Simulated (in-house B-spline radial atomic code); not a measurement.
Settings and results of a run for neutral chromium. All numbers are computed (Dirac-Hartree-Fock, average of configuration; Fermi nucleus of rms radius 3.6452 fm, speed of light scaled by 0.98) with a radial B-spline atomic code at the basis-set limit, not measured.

Command:
```bash
python run_scf.py task.json out
```
Settings (nuclear radius in fm, mass in u):
```
Z                24
configuration    [Ar] 3d5 4s1
hamiltonian      dirac
method           hf
spin_polarised   False
nucleus          fermi
rms_radius       3.6452
atomic_mass      51.9405
speed_of_light   134.295279102
```

Output (hartree, bohr):
```
 radial grid: 78 intervals, B-splines of order 8, outer radius 50 bohr

 iter        energy (Eh)    residual
    1      -1041.0921923    3.60e-01
    2      -1045.1027102    3.86e-01
    3      -1049.4781370    6.88e-02
    4      -1049.8345761    1.99e-02
    5      -1049.8630343    7.36e-03
    6      -1049.8635460    8.25e-03
    7      -1049.8664897    6.49e-04
    8      -1049.8665133    4.47e-05
    9      -1049.8665134    1.81e-05
   10      -1049.8665134    2.04e-06
   11      -1049.8665134    1.42e-07

 total energy                    -1049.866513
 kinetic                           1063.52675
 electron-nucleus                 -2510.66326
 electron-electron                  397.26999

 orbital      occ     eigenvalue          <r>       <r^2>       <1/r>       <r^4>     <1/r^2>       r_max    small
 1s1/2      2.000     -222.25393    0.0634792  0.00542005     23.9038 7.58297e-05     1168.93     0.04159  7.74e-03
 2s1/2      2.000      -26.64115     0.290849    0.099947      5.1057    0.017501     109.965      0.2425  1.40e-03
 2p1/2      2.000      -22.48812     0.256965   0.0812567     5.01668   0.0134909     35.2443      0.1962  1.37e-03
 2p3/2      4.000      -22.15045     0.259852   0.0829538      4.9395   0.0140088     33.5408      0.1985  1.35e-03
 3s1/2      2.000       -3.39236     0.902824    0.940492     1.55284     1.44167     15.1212      0.7764  2.83e-04
 3p1/2      2.000       -2.13679     0.965451     1.09993     1.41695     2.15377     4.52411      0.7973  2.44e-04
 3p3/2      4.000       -2.09479     0.974386     1.12038     1.40054     2.23592     4.31585      0.8043  2.40e-04
 3d3/2      2.000       -0.31785      1.40719     2.68639    0.987935     21.3325     1.38492      0.8604  1.33e-04
 3d5/2      3.000       -0.31471      1.41531     2.71911     0.98289     21.8842     1.37093      0.8637  1.31e-04
 4s1/2      1.000       -0.21105      3.79178     16.7569    0.334425     488.375     0.66435       3.028  1.56e-05
```


For the Dirac Hamiltonian the kinetic term is c α·p + (β - 1)c².
